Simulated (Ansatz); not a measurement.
Ideal-gas functions of F2H2MoO2S, SMILES `[OH][Mo]([OH])([F])([F])=[S]` at 500 K and 1 bar, from an Ansatz frequency run at PBE0-D4/def2-TZVP.

Molar mass 200.02 g/mol, point group C1 (symmetry number 1), electronic degeneracy 1, moments of inertia 232.914, 269.33, 276.919 u Å². Harmonic wavenumbers (cm⁻¹, unscaled): 119, 129, 207, 213, 251, 266, 346, 399, 461, 565, 601, 647, 687, 700, 760, 823, 3851, 3864.

Use S(trans) = R[1.5 ln M + 2.5 ln T − 1.1517]; rotational temperatures θ = 24.2544 K / I; S(rot) = R[ln(√π/σ · √(T³/θAθBθC)) + 1.5]; for each mode x = 1.438777 ν̃/T, S = R[x/(eˣ − 1) − ln(1 − e⁻ˣ)] and H = RT x/(eˣ − 1); 1 cm⁻¹ = 0.0119627 kJ/mol; R = 8.31446 J/(mol·K).

Question: By hand: the entropy, in J/(mol·K).

Answer: Translation 185.7. Rotation: θ = 0.1041, 0.0901, 0.0876 K, giving 124.3. Vibration, mode by mode: 17.27, 16.60, 12.74, 12.51, 11.20, 10.74, 8.69, 7.61, 6.55, 5.13, 4.72, 4.25, 3.88, 3.77, 3.29, 2.85, 0.00, 0.00, in all 131.8. Electronic 0.0. Sum 441.8 J/(mol·K).

Question: By hand: H − E and G − E in kJ/mol, counted from the electronic energy.

Answer: Zero-point energy ½ × 14889 × 0.0119627 = 89.1; thermal vibration 34.6; translation, rotation and pV give 4 RT = 16.6. H − E = 140.3 kJ/mol, and G − E = 140.3 − 500 × 441.8/1000 = -80.6 kJ/mol.

Vibration gives 30 % of the entropy, 33.9 J/(mol·K) of it from the modes under 150 cm⁻¹: soft modes count most, and the harmonic formula is weakest for them. The sum counts one conformer and one mirror image; others add a mixing term.
